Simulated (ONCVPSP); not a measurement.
**u(r) = r·R(r): atom against pseudo-atom (helium)**

Columns: radius, all-electron u(r) and pseudo u(r) of the 1s shell (level -15.52 eV) of helium in the configuration 1s2; LDA (Perdew-Wang 92), scalar-relativistic, ONCV scheme, ONCVPSP 4.0.1.

```csv
r (bohr),all-electron,pseudo
0.035,0.1535,0.1143
0.070,0.2866,0.2279
0.105,0.4011,0.3386
0.140,0.4994,0.4433
0.175,0.5832,0.5387
0.210,0.6540,0.6231
0.245,0.7135,0.6972
0.280,0.7630,0.7618
0.315,0.8037,0.8171
0.350,0.8366,0.8615
0.385,0.8625,0.8931
0.420,0.8825,0.9119
0.455,0.8972,0.9199
0.490,0.9072,0.9214
0.525,0.9132,0.9201
0.560,0.9157,0.9181
0.595,0.9151,0.9156
0.630,0.9117,0.9118
0.665,0.9061,0.9060
0.700,0.8984,0.8984
0.735,0.8890,0.8889
0.770,0.8781,0.8780
0.805,0.8659,0.8658
0.840,0.8526,0.8526
0.875,0.8385,0.8384
0.910,0.8235,0.8235
```

**Question.** How many radial nodes do the two functions have?

**Answer.** The all-electron 1s function has n − l − 1 = 0; the pseudo-wave has 0.

**Question.** At about which radius was the pseudo-wave matched?

**Answer.** 0.70 bohr. The columns agree to 0.0005 from 0.59 bohr on; several derivatives are matched, so the curves merge somewhat inside the radius.

**Question.** Where does each function peak?

**Answer.** Outermost all-electron maximum near 0.56 bohr, pseudo maximum near 0.49 bohr (to the table’s step).

**Question.** Is the pseudo-wave norm-conserving?

**Answer.** Yes: the ONCV scheme keeps the norm inside the radius equal to the all-electron one, which fixes the energy derivative of the logarithmic derivative at the level.
